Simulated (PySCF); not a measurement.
**Working out the excitation energy of Sn⁺**

Sn⁺ [Kr] 4d10 5s2 5p1 (2P) → Sn⁺ [Kr] 4d10 5s1 5p2 (4P). Calculation: PySCF 2.14, in aug-cc-pVDZ-PP with ECP28MDF (5s4p3d, 32 functions); a scalar-relativistic core potential. Frozen: 4s2 4p6 4d10. Energies in hartree (1 hartree = 27.21139 eV):

```csv
part,Sn⁺ (lower),Sn⁺ (upper)
UHF,-213.083444,-212.927250
MP2 opposite-spin,-0.024995,0.000000
MP2 same-spin,-0.001885,-0.005617
```

Question: What does Hartree-Fock give?

Answer: (-212.927250) − (-213.083444) = 0.156194 hartree = 4.250 eV.

Question: What do MP2 and SCS-MP2 (6/5 opposite-spin, 1/3 same-spin) give?

Answer: The opposite-spin parts differ by 0.680 eV and the same-spin parts by -0.102 eV. MP2: 4.250 + (0.680) + (-0.102) = 4.828 eV. SCS-MP2: 4.250 + 1.2 × (0.680) + (-0.102)/3 = 5.032 eV.

Measured between the centres of the two terms (NIST): 5.753 eV, so MP2 (valence) is off by -0.925 eV.

A double-zeta basis recovers only part of the correlation energy.

What remains against the reference includes basis incompleteness, the frozen core and correlation beyond second order.
